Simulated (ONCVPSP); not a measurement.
u(r) = r·R(r): atom against pseudo-atom (nickel (Ni))

Columns: radius, all-electron u(r) and pseudo u(r) of the 3p shell (level -66.47 eV) of nickel in the configuration [Ne] 3s2 3p6 3d9 4s1; PBE, scalar-relativistic, ONCV scheme, ONCVPSP 4.0.1.

```json
{"r (bohr)": "0.078", "all-electron": "-0.4978", "pseudo": "0.0497"}
{"r (bohr)": "0.155", "all-electron": "-0.6056", "pseudo": "0.1862"}
{"r (bohr)": "0.232", "all-electron": "-0.2491", "pseudo": "0.3850"}
{"r (bohr)": "0.310", "all-electron": "0.2442", "pseudo": "0.6140"}
{"r (bohr)": "0.388", "all-electron": "0.6746", "pseudo": "0.8336"}
{"r (bohr)": "0.465", "all-electron": "0.9729", "pseudo": "1.0111"}
{"r (bohr)": "0.542", "all-electron": "1.1441", "pseudo": "1.1314"}
{"r (bohr)": "0.620", "all-electron": "1.2123", "pseudo": "1.1891"}
{"r (bohr)": "0.698", "all-electron": "1.2047", "pseudo": "1.1877"}
{"r (bohr)": "0.775", "all-electron": "1.1494", "pseudo": "1.1409"}
{"r (bohr)": "0.852", "all-electron": "1.0666", "pseudo": "1.0637"}
{"r (bohr)": "0.930", "all-electron": "0.9690", "pseudo": "0.9683"}
{"r (bohr)": "1.008", "all-electron": "0.8673", "pseudo": "0.8671"}
{"r (bohr)": "1.085", "all-electron": "0.7689", "pseudo": "0.7687"}
{"r (bohr)": "1.162", "all-electron": "0.6760", "pseudo": "0.6758"}
{"r (bohr)": "1.240", "all-electron": "0.5895", "pseudo": "0.5893"}
{"r (bohr)": "1.318", "all-electron": "0.5113", "pseudo": "0.5112"}
{"r (bohr)": "1.395", "all-electron": "0.4425", "pseudo": "0.4424"}
{"r (bohr)": "1.472", "all-electron": "0.3817", "pseudo": "0.3816"}
{"r (bohr)": "1.550", "all-electron": "0.3277", "pseudo": "0.3276"}
{"r (bohr)": "1.628", "all-electron": "0.2807", "pseudo": "0.2806"}
{"r (bohr)": "1.705", "all-electron": "0.2405", "pseudo": "0.2404"}
{"r (bohr)": "1.782", "all-electron": "0.2057", "pseudo": "0.2056"}
{"r (bohr)": "1.860", "all-electron": "0.1753", "pseudo": "0.1753"}
{"r (bohr)": "1.938", "all-electron": "0.1493", "pseudo": "0.1492"}
{"r (bohr)": "2.015", "all-electron": "0.1273", "pseudo": "0.1272"}
```

(1) How many radial nodes do the two functions have?

(2) At about which radius was the pseudo-wave matched?

(3) Where does each function peak?

(4) Is the pseudo-wave norm-conserving?

Results:

(1) The all-electron 3p function has n − l − 1 = 1; the pseudo-wave has 0, since the states of the same l below it are removed with the core.

(2) 1.05 bohr, where the columns begin to agree (steps of 0.08 bohr).

(3) Outermost all-electron maximum near 0.62 bohr, pseudo maximum near 0.62 bohr (to the table’s step).

(4) Yes: the ONCV scheme keeps the norm inside the radius equal to the all-electron one, which fixes the energy derivative of the logarithmic derivative at the level.
